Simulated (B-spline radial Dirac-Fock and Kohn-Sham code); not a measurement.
Method: a relativistic independent-particle model: LDA orbitals of the hole state, radiative multipoles to third order, Auger rates from the Coulomb interaction with a continuum orbital, Dirac-Fock energies. Computed with a B-spline atomic structure program.

**Question.** A single inner-shell vacancy in a neutral atom gives this computed emission spectrum. Which element, which hole, and which lines?

| energy (eV) | relative intensity |
| --- | --- |
| 2902.0 | 3.9 |
| 3280.2 | 11.3 |
| 3287.8 | 100.0 |
| 3600.4 | 0.8 |
| 3714.9 | 1.3 |
| 3715.7 | 11.3 |
| 3729.0 | 0.1 |

**Answer.** Indium (Z = 49), hole in L3 (2p3/2). In order of rising energy the lines are Lℓ (L3-M1), Lα2 (L3-M4), Lα1 (L3-M5), Lβ6 (L3-N1), Lβ15 (L3-N4), Lβ2 (L3-N5), Lβ7 (L3-O1).
